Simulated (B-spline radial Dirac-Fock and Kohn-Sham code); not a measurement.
Satellites and hypersatellites of the K lines of Re⁴⁺

System: Re⁴⁺ in the configuration [Xe] 4f14 5d1 6s2 (not the ground configuration).

Level of theory: relaxed Dirac-Fock hole states (ΔSCF) with Breit and QED corrections and a finite nucleus; a B-spline atomic structure program. Each two-hole energy is an average over J within one jj subconfiguration, not an observable level; in light atoms, where LS coupling holds, the j-resolved values are not observed lines, and for a K spectator the Kα1 hypersatellite is nearly forbidden. Electron correlation is not included.

Lines without a spectator: Kα2 (K-L2) 59712.8 eV, Kα1 (K-L3) 61136.2 eV, Kβ3 (K-M2) 68987.3 eV, Kβ1 (K-M3) 69300.2 eV. Shifts in eV with one spectator hole (a dash: not computed, or left out as unreliable):

| spectator hole | Kα2 | Kα1 | Kβ3 | Kβ1 |
| --- | --- | --- | --- | --- |
| K (1s) | +1001.3 | +1079.3 | +1297.0 | +1315.2 |
| L2 (2p1/2) | +128.4 | +173.6 | – | +328.7 |
| L3 (2p3/2) | +95.6 | +105.5 | +245.3 | – |
| M2 (3p1/2) | – | +27.53 | +52.7 | +62.5 |
| M3 (3p3/2) | +14.74 | – | +44.3 | +45.0 |
| M4 (3d3/2) | +4.92 | +1.54 | – | – |
| M5 (3d5/2) | -0.55 | +3.58 | – | – |
